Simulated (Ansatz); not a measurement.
`C#[C][GeH2][Cl]` + HI → `[Cl][GeH2][I]` + acetylene at 700 K and 1 bar (ligand exchange at a Ge–C bond).

Program: Ansatz. Geometries: PBE0-D4/def2-TZVP. ΔE: electronic, gas phase. CCSD(T)/CBS is the MP2 limit (def2-TZVPP, def2-QZVPP) plus CCSD(T) − MP2 in def2-TZVPP, frozen cores. This one scheme is used for every species. Elements past krypton have def2 core potentials. For Ge, I outer-core shells are correlated without core-valence functions, which leaves a few kJ/mol of doubt a bond. Scalar relativity is left out up to krypton.

| species | CCSD(T)/CBS energy (Eh) | H − E (kJ/mol) | S (J/(mol·K)) |
| --- | --- | --- | --- |
| `C#[C][GeH2][Cl]` | -2613.77047 | 155.7 | 414.1 |
| HI | -298.03592 | 34.6 | 231.7 |
| `[Cl][GeH2][I]` | -2834.60434 | 95.1 | 395.0 |
| `C#C` | -77.22717 | 102.1 | 244.4 |

H − E and S are ideal-gas, rigid-rotor, harmonic terms from PBE0-D4/def2-TZVP. 1 Eh = 2625.50 kJ/mol, R = 8.31446 J/(mol·K).

Task: By hand: ΔE, ΔH, ΔS and ΔG.

Result: ΔE = (-2834.60434) + (-77.22717) − (-2613.77047) − (-298.03592) = -0.02512 Eh = -66.0 kJ/mol. Δ(H − E) = 95.1 + 102.1 − 155.7 − 34.6 = 6.9, so ΔH = -59.1 kJ/mol. ΔS = 395.0 + 244.4 − 414.1 − 231.7 = -6.4 J/(mol·K). ΔG = -59.1 − 700 × (-6.4)/1000 = -54.6 kJ/mol.

Task: By hand: the equilibrium constant, and the temperature at which ΔG would vanish if ΔH and ΔS stayed fixed.

Result: log₁₀ K = −ΔG/(RT ln 10) = 4.1. ΔG = 0 at ΔH/ΔS = 9234 K, far beyond where these terms or the molecules hold.

The number of gas molecules stays the same, so ΔS is small and ΔH decides. A doubt of 5 kJ/mol in ΔE shifts log₁₀ K by 0.4 here. These are equilibria of isolated gas molecules and say nothing of rates. Largest T1 diagnostic: 0.013 (customary marks: 0.02 for closed shells, 0.045 for open ones).
